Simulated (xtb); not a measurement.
HI2InO, SMILES [OH][In]([I])[I]. All values are semi-empirical tight-binding results from xtb (GFN2-xTB unless named), good for trends rather than for accurate numbers. Geometry: GFN2-xTB. The structure was generated by enumeration; whether it is a known compound was not checked. The values are those of a single conformer.

Optimised geometry:

Bonded distances (Å): In1–I2 2.698, In1–I3 2.675, In1–O4 1.945, O4–H5 0.958. Bond angles (°): I2–In1–I3 127.6, I2–In1–O4 116.5, I3–In1–O4 115.9, In1–O4–H5 116.4.

For metal compounds this method's bond lengths and energies can be far off.

Question: Estimate the properties. (Estimate from the structure and the level; the computed values follow.)

Answer: 
```json
{
  "point_group_as_xtb_finds_it": "Cs",
  "orbital_gap": "2.82 eV",
  "zero_point_energy": "8.1 kcal/mol",
  "G − E(el) at 298.15 K (modified RRHO)": "-14.7 kcal/mol"
}
```

Question: Give the atomic charges and the Wiberg bond orders between heavy atoms. (An estimate is asked for; the answer gives what the named calculation found.)

Answer: charges (e) In1 0.26, I2 -0.06, I3 -0.02, O4 -0.50, H5 0.32. Bond orders In1–I2 0.99, In1–I3 1.05, In1–O4 1.02.
